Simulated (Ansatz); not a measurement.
`CC(C)(C)C(=O)CC(=O)C(C)(C)C`, charge 0, multiplicity 1.

(1) Give a relaxed structure at PBE0-D4/def2-TZVP (Ansatz 0.2.0). (An estimate is asked.)

Results:

(1) Ansatz gave: 
Z-matrix (Å, degrees):
```
C
C 1 1.525
H 1 1.094 2 111.6
H 1 1.093 2 109.2 3 -118.5
H 1 1.091 2 111.9 3 122.2
C 2 1.536 1 109.3 3 -178.5
C 2 1.527 1 110.2 3 61.3
C 2 1.532 1 113.4 3 -60.2
H 6 1.093 2 109.1 1 -60.8
H 6 1.092 2 110.8 1 180.0
H 6 1.091 2 111.7 1 58.3
H 7 1.093 2 111.2 1 -58.9
H 7 1.093 2 109.6 1 60.4
H 7 1.090 2 111.0 1 -179.3
O 8 1.206 2 120.7 1 160.7
C 8 1.525 2 119.8 1 -21.6
C 16 1.525 8 111.5 2 -82.2
H 16 1.088 8 110.9 2 36.5
H 16 1.088 8 106.7 2 156.7
C 17 1.532 16 119.8 8 -82.2
O 17 1.206 16 119.5 8 95.6
C 20 1.527 17 108.2 16 -144.1
C 20 1.525 17 113.4 16 -21.6
C 20 1.536 17 106.2 16 98.6
H 22 1.090 20 111.0 17 -54.7
H 22 1.093 20 109.6 17 -175.0
H 22 1.093 20 111.2 17 65.6
H 23 1.091 20 111.9 17 62.0
H 23 1.094 20 111.6 17 -60.2
H 23 1.093 20 109.2 17 -178.7
H 24 1.092 20 110.8 17 57.2
H 24 1.091 20 111.7 17 -64.5
H 24 1.093 20 109.1 17 176.4
```
Point group C2.
This is one stationary point; other conformers may exist.
